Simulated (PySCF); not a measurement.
C3H2F3, SMILES F/C=C/[C](F)F, multiplicity 2.

Geometry optimised at PBE0-D3(BJ)/def2-SVP. The isomer is the one that the SMILES or the coordinates give; other isomers of the formula were not compared. The values are those of a single conformer.

Calculation: SMD-PBE0/6-31G* (PySCF).

Solvation free energies are E(SMD) − E(gas) at the gas-phase geometry, for 1 M in both phases. In vacuum the dipole moment is 0.14 D.

Computed solvation free energies in water, ethylethanoate, tetrahydrofuran:
```json
[
 {"solvent": "water", "ΔG(solv) (kcal/mol)": "2.4", "its non-electrostatic (CDS) part": "5.1", "dipole (D)": "0.15"},
 {"solvent": "ethylethanoate", "ΔG(solv) (kcal/mol)": "-0.8", "its non-electrostatic (CDS) part": "1.3", "dipole (D)": "0.15"},
 {"solvent": "tetrahydrofuran", "ΔG(solv) (kcal/mol)": "-0.6", "its non-electrostatic (CDS) part": "1.6", "dipole (D)": "0.15"}
]
```
